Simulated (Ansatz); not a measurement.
Name a neutral molecule of Br, F, Sn with LUMO energy (B3LYP/def2-TZVPP) between -3.90 and -3.60 eV and HOMO–LUMO gap (B3LYP/def2-TZVPP) between 5.75 and 6.05 eV (Ansatz, PBE0-D4/def2-TZVP geometry).

`[F][Sn]([F])([F])[Br]` (-3.79 eV, 5.87 eV). Other molecules can fit too; these were computed, each in one conformer that needn't be the lowest.

B3LYP here is the variant with VWN-RPA as its local correlation; programs differ in this.
